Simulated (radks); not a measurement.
Q: Radial electron density D(r) = 4 pi r^2 rho(r) of an atom or ion with 67 electrons. All-electron calculation, non-relativistic Kohn-Sham, PBE, spin-polarised, spherical densities, point nucleus. Program: a radial shooting solver on a logarithmic mesh with Libxc functionals.

```
   r/bohr * D(r) (the largest magnitude, 120, reaches the edge; | marks zero)
 0.001106 |*
 0.001278 | *
 0.001464 | *
 0.001691 |  *
 0.001937 |   *
 0.002237 |    *
 0.002563 |     *
  0.00296 |       *
 0.003391 |         *
 0.003916 |           *
 0.004486 |              *
 0.005181 |                 *
 0.005936 |                    *
 0.006855 |                        *
 0.007854 |                           *
 0.009071 |                               *
  0.01039 |                                  *
    0.012 |                                     *
  0.01375 |                                       *
  0.01588 |                                       *
  0.01819 |                                       *
  0.02101 |                                      *
  0.02407 |                                    *
   0.0278 |                                    *
  0.03185 |                                    *
  0.03678 |                                      *
  0.04214 |                                          *
  0.04867 |                                               *
  0.05576 |                                                   *
  0.06439 |                                                      *
  0.07378 |                                                      *
   0.0852 |                                                  *
  0.09761 |                                              *
   0.1127 |                                           *
   0.1292 |                                           *
   0.1492 |                                              *
   0.1709 |                                                 *
   0.1974 |                                               *
   0.2261 |                                         *
   0.2611 |                                *
   0.2992 |                         *
   0.3455 |                       *
   0.3958 |                         *
   0.4572 |                            *
   0.5238 |                           *
   0.6049 |                      *
    0.693 |                 *
   0.8003 |           *
   0.9169 |        *
    1.059 |      *
    1.213 |     *
    1.401 |   *
    1.605 |  *
    1.854 | *
    2.124 |*
    2.453 |*
     2.81 *
    3.246 *
    3.718 *
    4.294 *
     4.92 *
```

What is the nuclear charge?

A: Z = 69. The innermost maximum, from 1s, lies near 1/Z = 0.0145 bohr (found: 0.0163), and its height grows with Z. The density is that of the thulium ion Tm2+ in [Xe] 4f(up 6.625, down 6.375); the configuration itself is not fixed sharply by these data, and Z only to a few units. D(r) has 4 maxima, at r = 0.0163, 0.0676, 0.178, 0.476 bohr, and minima at 0.0289, 0.119, 0.340 bohr, inside which lie 1.95, 11.43, 29.93 electrons.
